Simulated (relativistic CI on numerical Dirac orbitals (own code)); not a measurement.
# Magnetism of Cr⁵⁺, 3d, in a crystal field

Calculated by Dirac-Coulomb-Breit CI, KLI orbitals optimised for each configuration, a model potential for QED, valence Slater integrals scaled by 0.75, one configuration in a parametric crystal field (own radial code).

Field parameters in Wybourne normalisation: Oh B⁴₀ = 21Dq, B⁴₄ = √(5/14) B⁴₀. The field is a parameter set, without covalency.

S is read from ⟨S²⟩ = S(S + 1).

Powder χT (cm³ K mol⁻¹) by Van Vleck's formula, with temperature-independent terms:

```csv
Field,2 K,5 K,10 K,20 K,50 K,100 K,200 K,300 K
"Oh, 10Dq = 5900 cm⁻¹",0.0117,0.0144,0.0189,0.0279,0.055,0.1,0.19,0.27
"Oh, 10Dq = 15300 cm⁻¹",0.00347,0.00629,0.011,0.0204,0.0487,0.0957,0.188,0.269
"Oh, 10Dq = 20000 cm⁻¹",0.00283,0.00567,0.0104,0.0199,0.0483,0.0956,0.189,0.27
"Oh, 10Dq = 24700 cm⁻¹",0.00252,0.00537,0.0101,0.0196,0.0481,0.0957,0.189,0.27
"Oh, 10Dq = 29400 cm⁻¹",0.00234,0.0052,0.00996,0.0195,0.0481,0.0957,0.189,0.27
"Oh, 10Dq = 34100 cm⁻¹",0.00223,0.00509,0.00987,0.0194,0.048,0.0958,0.189,0.27
"Oh, 10Dq = 38800 cm⁻¹",0.00216,0.00503,0.0098,0.0194,0.048,0.0958,0.19,0.27
"Oh, 10Dq = 43500 cm⁻¹",0.00211,0.00498,0.00976,0.0193,0.048,0.0958,0.19,0.271
```

**Question.** For Oh, 10Dq = 38800 cm⁻¹: what effective moment follows at 300 K?

**Answer.** μ_eff = √(8χT) = 1.47 μB. The ground level has S = 0.50; the spin-only moment for S = 1/2 is 1.73 μB. The difference comes from the orbital moment, spin-orbit mixing of terms and temperature-independent paramagnetism, all larger in this ionic model than in covalent complexes.
